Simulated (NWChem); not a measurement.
System: MgNH2Br; SMILES [NH2][Mg][Br]

NWChem input:

```
start job
memory heap 200 mb stack 900 mb global 1100 mb
geometry units angstroms noautoz
  Mg     0.052042    -0.984520    -0.002321
  Br    -0.264190     1.348513     0.011041
  N      0.310057    -2.849889    -0.012981
  H      0.439497    -3.430725    -0.834096
  H      0.328196    -3.454062     0.801294
end
basis spherical
  Mg library def2-svp
  Br library def2-svp
  N library def2-svp
  H library def2-svp
end
dft
  xc m06-2x
  iterations 150
  mulliken
end
task dft energy
```

NWChem printed, in part:

```
             Northwest Computational Chemistry Package (NWChem) 7.3.0
             --------------------------------------------------------

 CS  symmetry detected

                             Geometry "geometry" -> ""
                             -------------------------

 Output coordinates in angstroms (scale by  1.889725989 to convert to a.u.)

  No.       Tag          Charge          X              Y              Z
 ---- ---------------- ---------- -------------- -------------- --------------
    1 Mg                  12.0000    -0.00142688     1.14752972     0.00000000
    2 Br                  35.0000     0.00028647    -1.20687493     0.00000000
    3 N                    7.0000     0.00231818     3.03068473     0.00000000
    4 H                    1.0000    -0.00456569     3.62773631    -0.81966938
    5 H                    1.0000    -0.00456569     3.62773631     0.81966938

 Effective nuclear repulsion energy (a.u.)     168.6433710853

      Symmetry information
      --------------------

 Group name             Cs
 Group number              2
 Group order               2
 No. of unique centers     4

                                 NWChem DFT Module
                                 -----------------

 Summary of "ao basis" -> "ao basis" (spherical)
 ------------------------------------------------------------------------------
       Tag                 Description            Shells   Functions and Types
 ---------------- ------------------------------  ------  ---------------------
 Mg                         def2-svp                 8       18   4s3p1d
 Br                         def2-svp                12       32   5s4p3d
 N                          def2-svp                 6       14   3s2p1d
 H                          def2-svp                 3        5   2s1p

      Symmetry analysis of basis
      --------------------------

        a'         50
        a"         24

            General Information
            -------------------
          SCF calculation type: DFT
          Wavefunction type:  closed shell.
          No. of atoms     :     5
          No. of electrons :    56
           Alpha electrons :    28
            Beta electrons :    28
          Charge           :     0
          Spin multiplicity:     1
          Use of symmetry is: on ; symmetry adaption is: on
          Maximum number of iterations: 150
          AO basis - number of functions:    74
                     number of shells:    32
          Convergence on energy requested:  1.00D-06
          Convergence on density requested:  1.00D-05
          Convergence on gradient requested:  5.00D-04

              XC Information
              --------------
                       M06-2X Method XC Functional
                     Hartree-Fock (Exact) Exchange  0.540
                        M06-2X Exchange Functional  1.000
                      M06-2X Correlation Potential  1.000

             Grid Information
             ----------------
          Grid used for XC integration:  medium
          Radial quadrature: Mura-Knowles
          Angular quadrature: Lebedev.
          Tag              B.-S. Rad. Rad. Pts. Rad. Cut. Ang. Pts.
          ---              ---------- --------- --------- ---------
          Mg                  1.50       88           9.0       590
          Br                  1.15      112          12.0       590
          N                   0.65       49          11.0       434
          H                   0.35       45          12.0       434
          Grid pruning is: on
          Number of quadrature shells:   294
          Spatial weights used:  Erf1

      Superposition of Atomic Density Guess
      -------------------------------------

 Sum of atomic energies:       -2826.86335883

      Non-variational initial energy
      ------------------------------

 Total energy =   -2827.411498
 1-e energy   =   -4271.403209
 2-e energy   =    1275.348341
 HOMO         =      -0.340922
 LUMO         =      -0.078519

      Symmetry analysis of molecular orbitals - initial
      -------------------------------------------------

  Numbering of irreducible representations:

     1 a'          2 a"

  Orbital symmetries:

     1 a'          2 a'          3 a'          4 a"          5 a'
     6 a'          7 a'          8 a'          9 a'         10 a"
    11 a'         12 a'         13 a'         14 a"         15 a'
    16 a'         17 a"         18 a'         19 a"         20 a'
    21 a'         22 a'         23 a"         24 a'         25 a'
    26 a'         27 a"         28 a'         29 a'         30 a"
    31 a'         32 a'         33 a'         34 a"         35 a'
    36 a"         37 a'         38 a"

     ---------------------------------------------
      Total Density - Mulliken Population Analysis
     ---------------------------------------------

    Atom       Charge   Shell Charges
 -----------   ------   -------------------------------------------------------
    1 Mg  12    10.78   2.00  1.99  0.39  0.03  5.99  0.16  0.09  0.13
    2 Br  35    35.58   2.00  2.00  2.00  1.37  0.58  6.00  5.99  2.43  3.22  8.23  1.73  0.05
    3 N    7     8.13   1.99  1.03  0.52  2.67  1.91  0.00
    4 H    1     0.75   0.60  0.11  0.05
    5 H    1     0.75   0.60  0.11  0.05

   convergence    iter        energy       DeltaE   RMS-Dens  Diis-err
 ---------------- ----- ----------------- --------- --------- ---------
 d= 0,ls=0.0,diis     1  -2829.7953466014 -3.00D+03  1.33D-02  4.87D-01
 d= 0,ls=0.0,diis     2  -2829.7922119963  3.13D-03  6.27D-03  5.92D-01
 d= 0,ls=0.0,diis     3  -2829.8594409412 -6.72D-02  1.21D-03  8.94D-03
 d= 0,ls=0.0,diis     4  -2829.8605589668 -1.12D-03  4.53D-04  1.53D-03
 d= 0,ls=0.0,diis     5  -2829.8607504820 -1.92D-04  7.63D-05  3.40D-05
  Resetting Diis
 d= 0,ls=0.0,diis     6  -2829.8607572418 -6.76D-06  3.63D-05  2.40D-06
 d= 0,ls=0.0,diis     7  -2829.8607581757 -9.34D-07  8.12D-06  1.52D-07

         Total DFT energy =    -2829.860758175665
      One electron energy =    -4275.246875590943
           Coulomb energy =     1392.356424274854
    Exchange-Corr. energy =     -115.613677944873
 Nuclear repulsion energy =      168.643371085297

 Numeric. integr. density =       55.999999292673

                  Occupations of the irreducible representations
                  ----------------------------------------------

                     irrep           alpha         beta
                     --------     --------     --------
                     a'               21.0         21.0
                     a"                7.0          7.0

                       DFT Final Molecular Orbital Analysis
                       ------------------------------------

 Vector   26  Occ=2.000000D+00  E=-3.388865D-01  Symmetry=a"
              MO Center=  1.8D-04, -1.1D+00,  3.1D-15, r^2= 1.6D+00
   Bfn.  Coefficient  Atom+Function         Bfn.  Coefficient  Atom+Function
  ----- ------------  ---------------      ----- ------------  ---------------
    35      0.579267  2 Br pz                32      0.506501  2 Br pz
    29     -0.339084  2 Br pz                26      0.110085  2 Br pz
    13      0.072251  1 Mg pz                15     -0.070527  1 Mg d -1
    10      0.052925  1 Mg pz                 7      0.038507  1 Mg pz

 Vector   27  Occ=2.000000D+00  E=-3.388359D-01  Symmetry=a'
              MO Center=  1.3D-04, -1.1D+00, -7.2D-14, r^2= 1.8D+00
   Bfn.  Coefficient  Atom+Function         Bfn.  Coefficient  Atom+Function
  ----- ------------  ---------------      ----- ------------  ---------------
    33      0.578636  2 Br px                30      0.504290  2 Br px
    27     -0.337647  2 Br px                24      0.109618  2 Br px
    11      0.079259  1 Mg px                 8      0.059597  1 Mg px
    14     -0.059621  1 Mg d -2              57      0.046233  3 N  px
     5      0.042942  1 Mg px                54     -0.040155  3 N  px

 Vector   28  Occ=2.000000D+00  E=-2.918030D-01  Symmetry=a'
              MO Center=  2.0D-03,  2.9D+00,  1.3D-13, r^2= 1.3D+00
   Bfn.  Coefficient  Atom+Function         Bfn.  Coefficient  Atom+Function
  ----- ------------  ---------------      ----- ------------  ---------------
    54      0.544555  3 N  px                57     -0.456079  3 N  px
    11     -0.127559  1 Mg px                14     -0.115325  1 Mg d -2
     8     -0.083539  1 Mg px                 5     -0.059517  1 Mg px
    30      0.058026  2 Br px                33      0.051137  2 Br px
    27     -0.037819  2 Br px

 Vector   29  Occ=0.000000D+00  E=-2.833529D-02  Symmetry=a'
              MO Center= -8.8D-03,  1.1D+00,  6.7D-16, r^2= 6.6D+00
   Bfn.  Coefficient  Atom+Function         Bfn.  Coefficient  Atom+Function
  ----- ------------  ---------------      ----- ------------  ---------------
     4      0.980534  1 Mg s                 53     -0.358276  3 N  s
    23     -0.295600  2 Br s                 34     -0.291010  2 Br py
     3      0.251014  1 Mg s                  2      0.191959  1 Mg s
    31     -0.151985  2 Br py                22     -0.141521  2 Br s
    52     -0.132278  3 N  s                 58      0.120246  3 N  py

 Vector   30  Occ=0.000000D+00  E= 1.223700D-02  Symmetry=a"
              MO Center= -2.5D-03,  1.0D+00, -1.1D-14, r^2= 5.7D+00
   Bfn.  Coefficient  Atom+Function         Bfn.  Coefficient  Atom+Function
  ----- ------------  ---------------      ----- ------------  ---------------
    13      0.923914  1 Mg pz                35     -0.292542  2 Br pz
    10      0.231605  1 Mg pz                 7      0.155354  1 Mg pz
    32     -0.130877  2 Br pz                66      0.130193  4 H  s
    71     -0.130193  5 H  s                 29      0.091326  2 Br pz
    65      0.074251  4 H  s                 70     -0.074251  5 H  s

[...]
```

Level: M06-2X/def2-SVP. The geometry was optimised at B3LYP/6-31G* (spherical d).
